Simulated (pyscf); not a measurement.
Optimised with ωB97X-D3(BJ)/def2-SVP in PySCF.

SMILES: [Cl][GeH2][SiH2]Cl
```xyz
8

Cl    -1.2889     1.5889     1.8023
Si    -0.0898     0.3833     0.6129
Ge    -0.8801    -1.8243     0.8594
Cl     0.4391    -2.9972    -0.4080
H      1.3178     0.4922     1.0742
H     -0.2045     0.8272    -0.7998
H     -2.3080    -2.0240     0.3402
H     -0.7442    -2.3672     2.2860
```
Charge 0, spin multiplicity 1.

What is the homolytic dissociation enthalpy (298 K, ωB97M-D3(BJ)/def2-TZVP) of the Ge–Si bond of Cl–SiH₂–GeH₂–Cl (SMILES Cl[SiH2][GeH2][Cl]), to •H₂Si–Cl + Cl–GeH₂•?

Ge–Si to •H₂Si–Cl + Cl–GeH₂•: 3.06 eV. The 7 functionals that were run give +2.84 (M06-2X) to +3.35 eV (ωB97X-D3(BJ)). Cl–SiH₂–GeH₂–Cl lies 0.30 eV over its isomer Cl–SiH(Cl)–GeH₃, and others may lie lower still (electronic energy, ωB97M-D3(BJ)). Elements up to Kr have no core potential and no relativistic terms here.
